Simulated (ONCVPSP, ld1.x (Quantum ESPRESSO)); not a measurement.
**Potentials for P compared**

Generated with ld1.x 7.5 (TM, RRKJ, ultrasoft, PAW), atompaw 4.2 or ONCVPSP 4.0.1. The cutoff is in Ry: for ld1.x and atompaw files where the sum of valence levels is converged to 10 mRy in a Bessel basis, for ONCV files where the hardest occupied wave has 1 mHa per electron of residual kinetic energy. The error is the largest all-electron minus pseudo excitation energy over each file’s own four to seven test configurations (ionisations up to +4, promotions, holes and added fractions of an electron), all of which were solved. The labels leave out finer settings (local radius, basis sizes, second energies), which also bear on the numbers. Spin-polarised tests are not counted. The rows are a selection from randomly drawn settings: files with unsolved tests, undetermined cutoffs or missed reference levels are left out.

A true bound ghost makes a file unfit for plane-wave use even where its test errors are small: the radial tests pick states by their node count and pass the ghost by.

```csv
potential,cutoff (Ry),largest error (meV),bound ghosts
"ONCV, PBE, scalar-relativistic, rc 1.35/1.35 (sp), local p, core correction yes, reference 3s2 3p3, qcut 3.8/7, projectors 2/0",36,-108,none
"TM, PBE, scalar-relativistic, rc 1.25/1.85/1.95 (spd), local p, core correction yes, reference 3s2 3p3",45,+209,none
"ONCV, LDA (Perdew-Wang 92), scalar-relativistic, rc 1.25/1.80 (sp), local s, core correction yes, reference 3s2 3p2, qcut 6.3/5.4, projectors 0/2",21,+45,none
"ONCV, PBE, scalar-relativistic, rc 1.40/1.70/1.35 (spd), local smoothed, core correction no, reference 3s2 3p3, qcut 5.3/3.9/7.7, projectors 2/1/1",20,+22,none
"ONCV, PBE, scalar-relativistic, rc 1.25/2.05/2.05 (spd), local smoothed, core correction no, reference 3s2 3p3, qcut 6.3/3.7/4.4, projectors 2/3/2",45,+135,"s, d"
"ONCV, PBE, scalar-relativistic, rc 1.25/1.25/1.35 (spd), local s, core correction yes, reference 3s2 3p3, qcut 6.5/7.2/8.4, projectors 0/2/2",46,+22,p
"ONCV, Wu-Cohen, scalar-relativistic, rc 1.60/1.45 (sp), local smoothed, core correction yes, reference 3s2 3p1, qcut 4.1/5.1, projectors 2/1",34,+24,none
```

(1) Fill in the row for P: TM, PBE, scalar-relativistic, rc 1.15/1.65/1.35 (spd), local smoothed, core correction yes, reference 3s2 3p3.

Answers

(1) cutoff 55 Ry, largest error +259 meV, bound ghosts: none.
